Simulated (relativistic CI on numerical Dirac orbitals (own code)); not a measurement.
**One change at a time: Ir54+**

Base calculation: Dirac-Coulomb-Breit CI, separate exchange-only KLI orbitals for each configuration, model QED, unscaled Slater integrals.

Configurations in the expansion (outside the closed core [Ne]): 3s²3p⁶3d⁵, 3s²3p⁵3d⁶, 3s²3p⁴3d⁷, 3s3p⁶3d⁶, 3p⁶3d⁷, 3s3p⁵3d⁷, 3s²3p⁶3d⁴4s, 3s²3p⁶3d⁴4p, 3s²3p⁴3d⁶4s, 3s²3p⁵3d⁵4s, 3s²3p⁶3d⁴4f, 3p⁶3d⁶4s, 3s²3p⁶3d³4s², 3s²3p⁶3d⁴5s, 3p⁶3d⁵4s². Levels of other configurations are missing.

Variants: (1) configuration mixing switched off; (2) Breit term removed. Shifts of the energy above 3s²3p⁶3d⁵ ²D5/2, in eV, for the lowest level and the first level of each name with at least 55 % of one term (blank where a level changes its place among those of its configuration and J or its character, or is not in the variant):

| Level | Base | Δ(1) | Δ(2) |
| --- | --- | --- | --- |
| 3s²3p⁶3d⁵ ²D5/2 | 0.000 | 0.000 | 0.000 |
| 3s²3p⁶3d⁵ ²D3/2 | 119.807 | +0.680 | +1.504 |
| 3s²3p⁶3d⁵ ⁴G9/2 | 168.276 | -1.546 | +5.437 |
| 3s²3p⁶3d⁵ ²I13/2 | 171.595 | -2.417 | +7.603 |
| 3s²3p⁶3d⁵ ⁴D1/2 | 173.620 | -0.643 | +3.351 |
| 3s²3p⁶3d⁵ ²G7/2 | 184.294 | -0.816 | +5.396 |
| 3s²3p⁶3d⁵ ⁴F5/2 | 186.456 | -0.263 | +3.650 |
| 3s²3p⁶3d⁵ ²P3/2 | 219.665 | +0.673 | +3.400 |
| 3s²3p⁵3d⁶ ⁴H°13/2 | 492.220 | -3.032 | +8.306 |
| 3s²3p⁵3d⁶ ⁴I°15/2 | 501.240 | -3.314 | +9.434 |

At this charge energies of transitions that change n are usually good to better than 1 %, and those within a shell (Δn = 0) to a few per cent.

Ionisation energy from the two ground configurations alone: base 5229.26 eV; Breit term removed 5231.55 eV. The NIST ASD value (theoretical) is 5229 eV.

LS names give the leading component of a level, which can be under half, so a name can repeat, a term be missing and a line seem to break the LS rules.
